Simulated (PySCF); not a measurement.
**Single point on CsTl⁺**

State: ²Σ⁺ (doublet), unpaired electrons σ ↑.

An equivalent input (the run itself took its basis sets from the Basis Set Exchange, started from a PBE0 density and held the occupation σ 7α 6β, πx 3α 3β, πy 3α 3β, δx 1α 1β, δy 1α 1β):

```python
from pyscf import gto, dft
mol = gto.M(atom='Cs 0 0 0; Tl 0 0 4.474', basis={'Cs': 'def2-SVP', 'Tl': 'def2-SVP'}, ecp={'Cs': 'def2-SVP', 'Tl': 'def2-SVP'},
            charge=1, spin=1, verbose=4, symmetry='C2v')
mf = dft.UKS(mol, xc='PBEsol')
mf.grids.atom_grid = (80, 434)
mf.grids.prune = dft.gen_grid.treutler_prune
mf.irrep_nelec = {'A1': (8, 7), 'A2': (1, 1), 'B1': (3, 3), 'B2': (3, 3)}
mf.conv_tol = 1e-9
mf.max_cycle = 60
mf.diis_space = 10
mf.kernel()
```

The log (some set-up lines and the per-cycle HOMO/LUMO lines removed):

```
******** <class 'pyscf.dft.uks_symm.SymAdaptedUKS'> ********
method = SymAdaptedUKS
damping factor = 0
level_shift factor = 0
DIIS = <class 'pyscf.scf.diis.CDIIS'>
diis_start_cycle = 1
diis_space = 10
diis_damp = 0
SCF conv_tol = 1e-09
SCF conv_tol_grad = None
SCF max_cycles = 60
number electrons alpha = 15  beta = 14
Set gradient conv threshold to 3.16228e-05
init E= -192.297690149689
cycle= 1 E= -192.298894093514  delta_E= -0.0012  |g|= 0.025  |ddm|= 0.19
cycle= 2 E= -192.298908574396  delta_E= -1.45e-05  |g|= 0.0229  |ddm|= 0.121
cycle= 3 E= -192.299244546742  delta_E= -0.000336  |g|= 0.000951  |ddm|= 0.0691
cycle= 4 E= -192.299245956049  delta_E= -1.41e-06  |g|= 0.000117  |ddm|= 0.00551
cycle= 5 E= -192.299245968122  delta_E= -1.21e-08  |g|= 3.26e-05  |ddm|= 0.000395
cycle= 6 E= -192.299245969477  delta_E= -1.35e-09  |g|= 3.4e-06  |ddm|= 0.000146
cycle= 7 E= -192.299245969488  delta_E= -1.17e-11  |g|= 7.78e-07  |ddm|= 9.09e-06
Extra cycle  E= -192.299245969489  delta_E= -2.84e-13  |g|= 4.15e-07  |ddm|= 3.65e-06
converged SCF energy = -192.299245969489  <S^2> = 0.75097895  2S+1 = 2.0009787
```

Repeating this along the bond gives Re = 4.428 Å and ωe = 35.2 cm⁻¹.

A point of this curve took 0.34 CPU seconds beside 0.13 for the integrals, on Arm Neoverse V2 (shared host).

Spin–orbit coupling is left out, which matters for elements this heavy, above all for dissociation energies. The state was picked by a PBE0 search and need not be the measured ground state.
